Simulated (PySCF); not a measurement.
Electronic absorption of 2-methyl-3-butenoic acid

2-methyl-3-butenoic acid, C5H8O2.
Z-matrix (Å and degrees, GFN2-xTB geometry), rows numbered from 1:
```
C 
C   1  1.3191
C   2  1.5049  1  124.15
C   3  1.5283  2  110.99  1  -129.42
C   3  1.5167  2  105.99  1   110.79
O   5  1.2004  3  125.77  2    80.42
O   5  1.3389  3  111.59  2   -97.87
H   1  1.0778  2  121.84  3     0.35
H   1  1.0766  2  121.83  3  -179.92
H   2  1.0815  1  121.25  3   179.17
H   3  1.0925  2  109.77  1    -5.86
H   4  1.0871  3  109.74  2   -64.19
H   4  1.0873  3  110.50  2   176.24
H   4  1.0870  3  110.06  2    55.92
H   7  0.9708  5  110.56  3   177.25
```

Theory: TDDFT CAM-B3LYP/def2-SVPD, vertical, gas phase, core orbitals frozen in the response in PySCF 2.14.0, density-fitted response routines.

Q: Predict the UV-vis stick spectrum at this level.

A: 

```tsv
state	E (eV)	λ (nm)	f	|μ| (D)	main configurations (H = HOMO, L = LUMO)
S1	5.79	214.0	0.016	0.85	H→L (36%), H-1→L (34%), H-1→L+3 (10%)
S2	7.12	174.0	0.261	3.11	H→L (58%), H-1→L (30%)
S3	7.41	167.3	0.0037	0.36	H→L+1 (70%), H-1→L+1 (10%)
S4	7.77	159.7	0.101	1.85	H→L+2 (39%), H-1→L+1 (27%), H→L+4 (16%)
S5	7.91	156.8	0.051	1.31	H→L+3 (42%), H-3→L (30%)
S6	7.99	155.1	0.039	1.13	H→L+3 (37%), H-3→L (37%)
S7	8.19	151.3	0.0024	0.28	H→L+5 (79%)
S8	8.36	148.4	0.032	1.00	H→L+4 (40%), H-2→L (27%)
```

Triplets, Tamm–Dancoff:

```
state  E (eV)  λ (nm)  main configurations (H = HOMO, L = LUMO)
   T1    4.42   280.2                    H→L (65%), H→L+3 (14%)
   T2    5.38   230.6       H-1→L (48%), H→L+3 (15%), H→L (11%)
   T3    6.25   198.4                H-2→L (59%), H-2→L+3 (19%)
```

The lowest singlet comes at 214 nm (559 kJ/mol) in the ultraviolet; it is weak; its leading configuration is HOMO→LUMO (36%). The strongest level in the table is S2 at 7.12 eV (174 nm, f = 0.261). Löwdin shares by element: HOMO carbon 65% or more, oxygen 15% or more (atoms not listed hold the other 20%); LUMO carbon 55% or more, oxygen 14% or more (atoms not listed hold the other 31%). Orbital energies (eV): HOMO-3 -11.24, HOMO-2 -10.93, HOMO-1 -9.93, HOMO -9.07, LUMO 0.66, LUMO+1 1.07, LUMO+2 1.72. The listed states span 2.56 eV, and the widest gap between neighbours is 1.33 eV (S1 to S2). Weighted by f, the mean energy of these states is 7.44 eV. Singlets were solved by full linear response, triplets in the Tamm–Dancoff approximation.

The run took 49 s wall on x86-64 server, one thread, on a shared host.

One conformer stands for the species.
